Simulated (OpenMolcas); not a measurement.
## How methods differ on CH4AlClO (SMILES C[O][AlH][Cl])

The species is CH4AlClO (8 atoms), meant as a singlet with charge 0. As SMILES, `C[O][AlH][Cl]`. The coordinates come from a PBE0-D4/def2-TZVP relaxation. This is one conformer, not always the lowest.

Each level gives the vertical energy of the triplet above the singlet (eV). The values are calculated.

| level | kind | program | value (eV) | CPU time (all runs) |
| --- | --- | --- | --- | --- |
| SVWN5/6-31G* (spherical functions) | LDA | OpenMolcas | 5.71 | 78 s |
| BLYP/6-31G* (spherical functions) | GGA | OpenMolcas | 5.71 | 3.7 min |
| revPBE/6-31G* (spherical functions) | GGA | OpenMolcas | 5.62 | 2.9 min |
| M06-L/6-31G* (spherical functions) | meta-GGA | OpenMolcas | 6.14 | 3.4 min |
| B3LYP/6-31G* (spherical functions) | global hybrid | OpenMolcas | 6.16 | 93 s |
| M06-2X/6-31G* (spherical functions) | hybrid meta-GGA | OpenMolcas | 6.61 | 2.5 min |
| PBE0/6-31G* (spherical functions) | global hybrid | OpenMolcas | 6.15 | 1.9 min |
| B3LYP/6-31G* (Cartesian functions) | global hybrid | OpenMolcas | 6.16 | 1.8 min |

The values span 5.62 to 6.61 eV. A triplet this far above the singlet is often a Rydberg-like or dissociative state; sets without diffuse functions put Rydberg states too high. Times are those of the runs behind each value, whatever else they computed, on shared processors of several kinds: orders of magnitude only.
